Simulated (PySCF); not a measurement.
# Trend along group 3: MS molecules

HF with triple-zeta basis sets in PySCF, for the lowest determinant that a PBE0 search found; no spin–orbit coupling. De refers to high-spin ground-configuration atoms. A positive dipole means M(−)S(+).

| M | basis | reference | state (unpaired electrons) | Re (Å) | ωe (cm⁻¹) | De (eV) | μ (D) |
| --- | --- | --- | --- | --- | --- | --- | --- |
| Sc | def2-TZVPP | UHF | doublet (σ ↑) | 2.148 | 611 | n/a | -6.27 |
| Y | x2c-TZVPPall | UHF | doublet (σ ↑) | 2.294 | 512 | n/a | -7.17 |
| La | def2-TZVPP | UHF | doublet (σ ↑) | 2.409 | 469 | n/a | -6.84 |

The shortest bond is that of ScS (2.148 Å), the longest that of LaS (2.409 Å).

The rows differ in basis set, which adds steps of its own.

Down a group the atoms grow and get heavier, so bonds lengthen and wavenumbers fall; this series shows no clear exception.

These are scalar-relativistic numbers at best; spin–orbit coupling would shift them, the dissociation energy most. Hartree–Fock leaves out correlation, which carries a large part of most bond energies and some tenths to 1 eV of ionisation energies. The state is the lowest single determinant that the PBE0 search found; with open d or f shells the true ground state can be another one.
